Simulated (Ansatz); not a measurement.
Gas-phase electronic energies from Ansatz, PBE0-D4/def2-TZVP geometries. CCSD(T)/CBS is the MP2 limit (def2-TZVPP, def2-QZVPP) plus CCSD(T) − MP2 in def2-TZVPP, frozen cores. This one scheme is used for every species. One conformer a species, not always the lowest.

Consider the ligand exchange at the Si–O bond: `C=C[SiH](O)F` + `S[SiH2]Cl` → `C=C[SiH](F)S[SiH2]Cl` + H₂O.

`C=C[SiH](O)F`:

Z-matrix (Å, degrees):
```
Si
C 1 1.849
F 1 1.600 2 106.9
O 1 1.632 2 111.8 3 121.3
H 1 1.476 2 114.4 3 -118.5
C 2 1.331 1 122.6 3 -139.0
H 2 1.089 1 119.1 3 41.8
H 4 0.959 1 118.2 2 -54.7
H 6 1.087 2 121.6 1 0.2
H 6 1.086 2 122.3 1 -179.4
```

`S[SiH2]Cl`:

```xyz
6

S    -0.763   -1.387    0.634
Si   -0.094    0.390   -0.309
Cl    1.705    0.156   -1.273
H     0.182   -1.356    1.590
H     0.095    1.479    0.674
H    -1.126    0.717   -1.315
```

`C=C[SiH](F)S[SiH2]Cl`:

Cartesian coordinates in Å:
```
C 2.000 -0.159 0.559
C 0.804 0.011 1.119
Si -0.585 -1.168 0.847
F -0.047 -2.329 -0.111
S -2.284 -0.224 -0.030
Si -1.311 0.963 -1.501
Cl -0.709 2.780 -0.755
H 2.213 -1.010 -0.081
H 2.812 0.545 0.714
H 0.633 0.884 1.745
H -1.099 -1.800 2.081
H -0.114 0.279 -2.034
H -2.313 1.228 -2.553
```

H₂O:

```xyz
3

O    -0.134    0.154    0.331
H     0.381   -0.649    0.227
H    -0.248    0.494   -0.559
```

```json
{"level": "HF/def2-TZVPP", "ΔE (eV)": "0.69"}
{"level": "CCSD(T)/def2-TZVPP", "ΔE (eV)": "0.42"}
```

(1) What does CCSD(T)/CBS give? (An estimate is asked.)

Largest T1 diagnostic among the species: 0.012.

Results:

(1) The calculation gave: +0.35 eV. The listed levels differ from it by 0.34, 0.07 eV.

The D4 term adds −0.20 eV with B3LYP and −0.12 eV with PBE0; it sums over pairs of atoms, weighted by their polarisabilities, and B3LYP, whose exchange is more repulsive, gets the larger term. In def2-TZVPP, CCSD(T) changes the Hartree–Fock value by −0.28 eV (the triples alone add −0.06 eV) and MP2 by −0.35 eV.

B3LYP here is the variant with VWN-RPA as its local correlation; programs differ in this.

CCSD(T)/CBS has its own doubt, a few kJ/mol and more with outer-core shells, so smaller differences from it don't rank the levels.
